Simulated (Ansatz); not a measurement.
`C[SiH2][SnH3]` + H₂ → `[SiH3][SnH3]` + CH₄ at 600 K and 1 bar (hydrogenolysis of the Si–C bond).

Program: Ansatz. Geometries: PBE0-D4/def2-TZVP. ΔE: electronic, gas phase. CBS: MP2 limit from def2 TZ/QZ plus the TZ coupled-cluster correction, frozen cores. This one scheme is used for every species. def2 core potentials past Kr. For Sn outer-core shells are correlated without core-valence functions, which leaves a few kJ/mol of doubt a bond.

| species | CCSD(T)/CBS energy (Eh) | H − E (kJ/mol) | S (J/(mol·K)) |
| --- | --- | --- | --- |
| `C[SiH2][SnH3]` | -545.95955 | 257.9 | 452.1 |
| H₂ | -1.17544 | 43.9 | 150.8 |
| `[SiH3][SnH3]` | -506.68362 | 166.8 | 381.7 |
| CH₄ | -40.46206 | 140.4 | 215.7 |

H − E and S are ideal-gas, rigid-rotor, harmonic terms from PBE0-D4/def2-TZVP. The MP2-based limit puts H₂ 0.8 mEh under its directly extrapolated value; such offsets cancel only in part. 1 Eh = 2625.50 kJ/mol, R = 8.31446 J/(mol·K).

Problem. By hand: ΔE, ΔH, ΔS and ΔG.

Solution. ΔE = (-506.68362) + (-40.46206) − (-545.95955) − (-1.17544) = -0.01069 Eh = -28.1 kJ/mol. Δ(H − E) = 166.8 + 140.4 − 257.9 − 43.9 = 5.4, so ΔH = -22.7 kJ/mol. ΔS = 381.7 + 215.7 − 452.1 − 150.8 = -5.5 J/(mol·K). ΔG = -22.7 − 600 × (-5.5)/1000 = -19.4 kJ/mol.

Problem. By hand: the equilibrium constant, and the temperature at which ΔG would vanish if ΔH and ΔS stayed fixed.

Solution. log₁₀ K = −ΔG/(RT ln 10) = 1.7. ΔG = 0 at ΔH/ΔS = 4127 K, far beyond where these terms or the molecules hold.

The number of gas molecules stays the same, so ΔS is small and ΔH decides. A doubt of 5 kJ/mol in ΔE shifts log₁₀ K by 0.4 here. These are equilibria of isolated gas molecules and say nothing of rates. Largest T1 diagnostic: 0.013 (customary marks: 0.02 for closed shells, 0.045 for open ones).
